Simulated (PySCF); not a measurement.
Bond curve of TlO

Set-up: basis Tl cc-pVTZ-PP with ECP60, O cc-pVTZ; scalar-relativistic core potentials; PySCF 2.14. Energies in eV from Tl + O in their ground configurations at the same level. All curves are PBE0. state 1: ²Π (doublet), unpaired electrons π ↑; state 2: ²Σ⁺ (doublet), unpaired electrons σ ↑, a second solution, started from another occupation; state 3: quartet, unpaired electrons σ ↑, π ↑↑, a mixture of terms (⟨Lz²⟩ = 2.0), a second solution, started from another occupation.

```tsv
R (Å)	state 1	state 2	state 3
1.885	-2.300	-2.793	0.9909
1.973	-2.771	-2.957	0.5748
2.061	-3.022	-2.977	0.3226
2.126	-3.108	-2.931	0.2034
2.192	-3.129	-2.847	0.1236
2.258	-3.101	-2.738	0.0707
2.345	-3.009	-2.565	0.0269
2.455	-2.836	-2.325	-0.0030
2.587	-2.580	-2.024	-0.0201
2.762	-2.212	-1.631	-0.0288
```

Put a parabola through the three lowest points of the state 1 curve and estimate Re, k and ωe (reduced mass 14.84 u; 1 eV/Å² = 0.16022 mdyn/Å; ωe = 1302.8·√(k/μ) cm⁻¹).

Through R = 2.126, 2.192, 2.258 Å the second-order coefficient is 5.62 eV/Å², so Re ≈ 2.187 Å, k ≈ 1.80 mdyn/Å and ωe ≈ 454 cm⁻¹. A polynomial fit of higher order to the unrounded PBE0 energies gives Re = 2.184 Å, k = 1.86 mdyn/Å, ωe = 461 cm⁻¹; anharmonicity and rounding make the difference.

The higher-order fit for each curve: state 1: Re = 2.184 Å, ωe = 461 cm⁻¹, De = 3.13 eV; state 2: Re = 2.032 Å, ωe = 499 cm⁻¹, minimum 2.98 eV below the ground-state fragments. State 3 gave no clean fit.

Spin–orbit coupling is left out, which matters for elements this heavy, above all for dissociation energies. Counting both spins, an empty level lies below a filled one in some of these solutions, because spin and occupation are held. The state was picked by a PBE0 search and need not be the measured ground state.
